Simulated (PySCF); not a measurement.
SiHClBr2, SMILES Cl[SiH](Br)Br. Heavy atoms are numbered as in [SiH:1]([Cl:2])([Br:3])[Br:4]. Hydrogens are named by the atom that carries them.

The structure is a stationary point at B3LYP-D3(BJ)/def2-SVP.

These are PySCF with PBE/pcSseg-1 values and carry that method's errors.

GIAO shieldings, no solvent; atoms alike by connectivity are averaged. δ = σ(ref) − σ: ²⁹Si against TMS (σ = 335.4 ppm); ³⁵Cl against HCl (σ = 936.5 ppm); ¹H against TMS (σ = 31.49 ppm), references at their B3LYP-D3(BJ)/def2-TZVP geometries, non-relativistic (without spin–orbit terms, shifts of atoms bonded to Cl or Br come out too high).

| atoms | nucleus | count | δ (ppm) |
|---|---|---|---|
| Si1 (SiH) | ²⁹Si | 1 | (withheld) |
| Cl2 | ³⁵Cl | 1 | 198.4 |
| H on Si1 | ¹H | 1 | 7.28 |

Task: What belongs in the gaps? (An estimate is asked for; the answer gives what the named calculation found.)

Result: 
- Si1 (SiH), δ (ppm): 43.6
